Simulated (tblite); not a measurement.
A tight-binding relaxation on `[SiH2](Cl)[Si](C)(C)[GeH3]`.

Computed with GFN2-xTB geometry optimisation, gas phase (tblite 0.8.0). Start geometry: from a force field or distance geometry. The command runs a driver script over a list of jobs; the input below is this job's line of settings and its coordinates in Å.

Command:
```bash
OMP_NUM_THREADS=1 python probes_run.py task.json out
```

Input:
```
{"job": {"kind": "relax", "xc": "GFN2-xTB", "basis": "xTB"}, "charge": 0, "multiplicity": 1}
C     -0.534600     0.885100     1.647000
Si     0.004100     0.169400     0.019200
C      0.623900     1.480900    -1.139900
Ge     1.755200    -1.342900     0.294200
Si    -1.696500    -1.009200    -0.786200
Cl    -3.391000     0.230400    -0.852900
H     -0.195500     1.918700     1.814400
H     -0.218300     0.204300     2.467700
H     -1.655000     0.918600     1.609200
H      0.282300     1.332400    -2.176400
H      0.251200     2.460500    -0.735500
H      1.728600     1.412800    -1.119000
H      1.332700    -2.565100     1.158100
H      2.979400    -0.623700     0.898800
H      2.059400    -1.840700    -1.142200
H     -1.330300    -1.509200    -2.105200
H     -2.002800    -2.110300     0.138900
```

Question: Give the output.

Answer: 
```
step      E/eV     max force
  0    -539.40630    1.667
  1    -539.57102    0.922
  2    -539.68647    0.609
  3    -539.74053    0.560
  4    -539.82676    0.821
  5    -539.86997    0.508
  6    -539.91884    0.568
  7    -539.95443    0.575
  8    -539.98648    0.515
  9    -540.00368    0.363
... (82 lines left out)
 92    -540.11443    0.019
 93    -540.11448    0.012
 94    -540.11451    0.012
 95    -540.11454    0.011
 96    -540.11458    0.015
 97    -540.11463    0.017
 98    -540.11468    0.017
 99    -540.11470    0.014
100    -540.11472    0.011
101    -540.11473    0.010
```

«max force» is the largest atomic force in eV/Å.

Question: From which step on does the largest force stay under 0.1 eV/Å, and how much energy is left to gain from there?

Answer: From step 84 (0.078 eV/Å), 1.5 meV above the end.

In short: energy lowered by 16.3 kcal/mol over 101 steps; largest atomic force 0.010 eV/Å at the end.

Question: Where do the atoms end?

Answer: 0.471 Å rms from the input after alignment:
```
atom  x, y, z in Å
C1    -0.4306    0.8686    1.7122
Si2   -0.0226    0.1034    0.0091
C3     0.5130    1.5156   -1.1623
Ge4    1.8468   -1.3170    0.3039
Si5   -1.8718   -1.0405   -0.8451
Cl6   -3.4462    0.2390   -0.9108
H7     0.4177    1.4172    2.1147
H8    -0.6923    0.0955    2.4307
H9    -1.2703    1.5551    1.6484
H10    0.7878    1.1262   -2.1394
H11   -0.2853    2.2380   -1.3083
H12    1.3751    2.0493   -0.7689
H13    1.6329   -2.5137    1.1852
H14    3.0597   -0.6778    0.9197
H15    2.4065   -1.9311   -0.9468
H16   -1.7075   -1.5374   -2.2137
H17   -2.3199   -2.1786   -0.0382
```

Question: How long does this job take on one thread of an Arm Neoverse N1, shared host?

Answer: About 1.7 s.
Labels such as C1 count atoms from 1, the log's own numbers from 0.
